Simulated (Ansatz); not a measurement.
One change: `C[N](C)[Sn][OH]` becomes `C[N](C)[AlH][F]`.

Ansatz, PBE0-D4/def2-TZVP geometries, multiplicity 1. Each molecule was computed in one conformer, which needn't be the lowest.

Elements past krypton have def2 core potentials.

```csv
property,`C[N](C)[Sn][OH]`
LUMO energy (B3LYP/def2-TZVPP) / eV,-1.78
HOMO–LUMO gap (PBE/def2-TZVPP) / eV,2.96
HOMO energy (B3LYP/def2-TZVPP) / eV,-6.14
LUMO energy (PBE/def2-TZVPP) / eV,-2.19
HOMO–LUMO gap (ωB97M-V/def2-TZVPP) / eV,8.64
size of the dipole moment (ωB97M-V/def2-TZVPP) / D,2.09
```

(1) What does the change do to each property? (An estimate is asked.)

Answers

(1) The calculation gave: 
```tsv
property	`C[N](C)[AlH][F]`	shift
LUMO energy (B3LYP/def2-TZVPP) / eV	-0.52	1.26
HOMO–LUMO gap (PBE/def2-TZVPP) / eV	4.32	1.36
HOMO energy (B3LYP/def2-TZVPP) / eV	-6.41	-0.27
LUMO energy (PBE/def2-TZVPP) / eV	-1.04	1.15
HOMO–LUMO gap (ωB97M-V/def2-TZVPP) / eV	10.14	1.50
size of the dipole moment (ωB97M-V/def2-TZVPP) / D	1.88	-0.21
```

With PBE0 the HOMO falls by 0.27 eV and the LUMO rises by 1.27 eV, so the gap widens by about 1.54 eV. PBE moves the HOMO by -0.21 eV and ωB97M-V by -0.34 eV. Dipoles are sizes alone; their direction can turn.

B3LYP here is the variant with VWN-RPA as its local correlation; programs differ in this.
